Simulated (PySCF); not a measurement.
# Unknown compound

An unknown has the formula C3H5F3OSi2. Its calculated NMR data are:

$^{1}$H NMR (400 MHz, computed): δ 9.54 (s, 1H), 7.40 (m, 1H), 4.40 (s, 3H).

$^{13}$C{$^{1}$H} NMR (computed): δ 195.7 (CH), 168.5 (CH), 158.6 (C).

PySCF calculation with structure optimised with GFN2-xTB and shielding tensors at PBE0/pcSseg-1 (GIAO); non-relativistic Hamiltonian, one conformer, in vacuum, equivalent nuclei averaged.

Chemical shifts δ = σref − σ; TMS for $^{1}$H (σ = 31.72 ppm) and $^{13}$C (σ = 186.93 ppm), all at this level.

What is the structure?

Results:


- The formula gives 2 degrees of unsaturation (no ring in the answer).
- 3 carbon signals for 3 carbons: no two carbons are equivalent.
- Carbon types of the structure: 1 × C, 2 × CH, leaving 3 H on heteroatoms.
- δC 195.7: aldehyde carbonyl carbon; low-lying n→π* states of the double bond to the heteroatom give a large paramagnetic term (-260 ppm).
- δC 168.5: β carbon of a C=C–C=O unit; conjugation with the carbonyl draws π density from the β position.
- δC 158.6: α carbon of a C=C–C=O unit; an sp2 carbon of a C=C bond.
- δH 9.54: hydrogen on an aldehyde carbonyl carbon; the C=O anisotropy and electron withdrawal place aldehyde protons far downfield.
- δH 7.40: hydrogen on a β carbon of a C=C–C=O unit; a vinylic proton, deshielded by the sp2 carbon and the C=C anisotropy.
- δH 4.40: hydrogen on a silicon bonded to C.

Structure: `InChI=1S/C3H5F3OSi2/c4-9(5,6)2-3(8)1-7/h1-2H,8H3/b3-2+`.

The shifts were computed for this structure.

Splittings by $^{19}$F in the carbon and heteronuclear signals aren't shown, as no couplings were computed. Shifts are as computed. Against solution values, carbons near 30 ppm lie about +3 ppm off and those near 130 ppm about +5 ppm. Of 1211 compounds with measured shifts, 218 miss one by over three times the rms of a fit or turn the order of signals round; such compounds aren't used in these exercises. Multiplicities follow the n + 1 count of equivalent neighbours, as no J values were calculated; m marks all less simple cases, F and P coupling included.
